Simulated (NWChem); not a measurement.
System: ZnHOI; SMILES [OH][Zn][I]

The following NWChem deck was run.

```
start job
memory heap 200 mb stack 900 mb global 1100 mb
geometry units angstroms
  Zn     0.111179    -0.776368     1.106925
  I     -0.086926     0.727514    -0.779521
  O      0.216634    -2.417840     1.508959
  H      0.290851    -2.836858     2.360669
end
basis spherical
  * library def2-svp
end
ecp
  I library def2-ecp
end
dft
  xc xpbe96 cpbe96
  disp vdw 4
  iterations 150
end
driver
  maxiter 120
end
task dft optimize
dft
  grid fine
  convergence energy 1d-8 density 1d-7
end
task dft freq numerical
```

def2 effective core potentials on I; no spin-orbit coupling.

The level has its own optimisation; frequencies are unscaled.

Task: Give the results of this calculation. (PBE-D3(BJ)/def2-SVP with def2 effective core potentials on I.) Quantities: r I–Zn (Å); r O–Zn (Å); r H–O (Å); highest harmonic frequency (cm⁻¹); lowest (cm⁻¹); zero-point energy (kcal/mol).

Result: The r I–Zn (Å) is 2.431 and the r O–Zn (Å) comes out as 1.786. The r H–O (Å) is 0.976, the highest harmonic frequency (cm⁻¹) is 3724 and the lowest (cm⁻¹) is 106. The zero-point energy (kcal/mol) is 8.0.
